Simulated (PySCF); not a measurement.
## Spin-rotation constants: SMILES C(=O)=[Se], COSe

Cartesian coordinates in Å; atom numbers follow the order of the lines, from 1:
```xyz
3

O    -1.147    0.769   -0.014
C    -0.147    0.193   -0.011
Se    1.332   -0.660   -0.008
```

Theory: GIAO B3LYP/pcSseg-2 magnetisability, rotational g tensor and spin-rotation constants, non-relativistic, gas phase (PySCF 2.14.0). Geometry: PBE0-D3(BJ)/def2-SVP.

The calculation is non-relativistic, which matters for the atoms heavier than Zn.

(1) Give the nuclear spin-rotation constants along the inertial axes (H = +C I·J) beside the isotropic shieldings.

Answers

(1) Rotational constants –, 4.0350, 4.0350 GHz. A star marks the isotopologue with that one atom substituted, in its own axes.
| atom | isotope | Caa (kHz) | Cbb (kHz) | Ccc (kHz) | mean (kHz) | σ (ppm) |
| --- | --- | --- | --- | --- | --- | --- |
| O1 | 17O* | – | -1.777 | -1.777 | -1.777 | 25.5 |
| C2 | 13C* | – | 2.384 | 2.384 | 2.384 | -0.1 |
| Se3 | 77Se* | – | 5.158 | 5.158 | 5.158 | 2274.3 |

For the geometry as given, no vibrational averaging.
